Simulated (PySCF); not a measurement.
## In+ (indium, charge +1) across methods

[Kr] 4d10 5s1 5d1, high-spin 3D determinant (an excited configuration). Computed with PySCF 2.14 in aug-cc-pwCVTZ-DK3 with one added diffuse shell each of s, p, d, f type (11s10p8d5f1g, 125 functions), with the spin-free X2C one-electron Hamiltonian (Gaussian nucleus).

```
 method  E (hartree)  mean ε 4d β (eV)  mean ε 5s α (eV)  mean ε 5d α (eV)  Σ⟨r²⟩ (bohr²)   ⟨S²⟩
 revPBE     -5879.94           -30.375           -18.424            -4.994          62.45  2.001
    UHF  -5877.43885           -39.595           -21.473            -5.905          67.86  2.001
    PBE     -5879.68           -30.431           -18.556            -4.963          62.43  2.000
    M06     -5880.21           -33.221           -19.600            -5.155          64.25  2.000
   PBE0     -5879.75           -32.989           -19.440            -5.278          63.29  2.000
 r2SCAN     -5880.08           -30.998           -18.596            -4.895          62.44  2.001
r2SCANh     -5880.07           -31.959           -18.970            -5.017          62.78  2.001
    LDA     -5874.22           -30.663           -18.986            -4.869          62.36  2.000
```

The outer electron is Rydberg-like, and this basis confines it to a smaller radius and binds it less than a complete one would.
